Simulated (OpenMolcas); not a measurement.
# 4f³ along the 57-electron sequence

| Property | Result |
| --- | --- |
| Program | OpenMolcas |
| Method | MS-CASPT2, IPEA 0.25 Eh, imaginary shift 0.1 Eh |
| Basis | ANO-RCC-VQZP |
| Scalar Hamiltonian | DKH2, point nucleus |
| Spin-orbit coupling | state interaction with AMFI integrals over the reference wave functions, term energies averaged over their components |

Active space for each ion: 3 electrons in 7 orbitals (4f); closed shells correlated by CASPT2: 5s 5p.

Computed levels in cm-1 above ⁴I°_9/2:

```tsv
Level	Pr2+	Nd3+	Pm4+
⁴I°_11/2	1531	2040	2600
⁴I°_13/2	3170	4200	5360
⁴I°_15/2	4870	6460	8200
²H°_9/2(1)	9990	13030	15780
⁴F°_3/2	11420	13040	15180
⁴F°_5/2	12260	14180	16650
²H°_11/2(1)	12360	16360	20140
⁴S°_3/2	12830	14770	17810
⁴F°_7/2	12880	15160	17930
weight of ⁴I° in the lowest level (%)	97	97	96
```

Mixed levels, with the weight of the term that names them: Nd3+ ²H°_9/2(1) (75 %), Pm4+ ²H°_9/2(1) (70 %).

Measured, with the error of the calculation in %. Measured levels: Pr2+ from Martin, Zalubas and Hagan, Atomic Energy Levels: The Rare-Earth Elements, NSRDS-NBS 60 (1978); the list in Maison, Palmeri and Quinet, J. Phys. B 58, 015001 (2025); Nd3+ from the list in Arab et al., J. Quant. Spectrosc. Radiat. Transfer 229, 145 (2019) and Gaigalas et al. (2019), from Wyart et al. (2007).

| Level | Pr2+ | Nd3+ |
| --- | --- | --- |
| ⁴I°_11/2 | 1398 (+9.5) | 1897 (+7.3) |
| ⁴I°_13/2 | 2893 (+9.4) | 3907 (+7.6) |
| ⁴I°_15/2 | 4454 (+9.3) | 5989 (+7.8) |
| ²H°_9/2(1) | 10033 (-0.4) | 12800 (+1.8) |
| ⁴F°_3/2 | 9371 (+21.9) | 11698 (+11.5) |
| ⁴F°_5/2 | 10138 (+21.0) | 12748 (+11.2) |
| ²H°_11/2(1) | 12495 (-1.1) | 16162 (+1.3) |
| ⁴S°_3/2 | 10950 (+17.2) | 13792 (+7.1) |
| ⁴F°_7/2 | 10859 (+18.6) | 13720 (+10.5) |

The fine-structure level ⁴I°_15/2 changes by a factor of 1.68 from Pr2+ to Pm4+. Its fourth root runs 8.35, 8.97, 9.52, with steps per unit of Z of 0.61, 0.55; equal steps would mean a (Z - σ)^4 law with constant σ.

²H°_9/2(1) changes by a factor of 1.58 over the same range, with steps per unit of Z of +3040, +2750 cm-1.

CASPT2 breaks the degeneracy within a term, and the mean is taken; among the terms shown or strongly mixed into the levels shown the widest spread is 1300 cm-1 (4f³ ⁴I°, Pr2+). Blocks of more than 70 roots (2S+1 = 2 odd) ran without multistate coupling. High states are left out of the spin-orbit mixing, which shifts the levels that they would mix with. The CASPT2 spread within a term exceeds the gap to the next term for 4f³ ⁴S° and 4f³ ⁴F°, so the order of their levels is uncertain, and so are names and mixing where such terms share a J (figures for Pr2+; the like holds for Pm4+). Some terms miss by over 15 % even with CASPT2, which points to a basis or an active space too small for the shells correlated (holds for Pr2+). Computed and measured levels are paired by configuration, term and J; levels that our copy of the source lacks, or whose pairing is in doubt (as where it misses far off the trend of its configuration), stay unpaired and out of the deviations. Only configurations of the active space appear.

A number in round brackets counts repeated terms of one configuration in the order of the reference energies. ° marks odd parity.
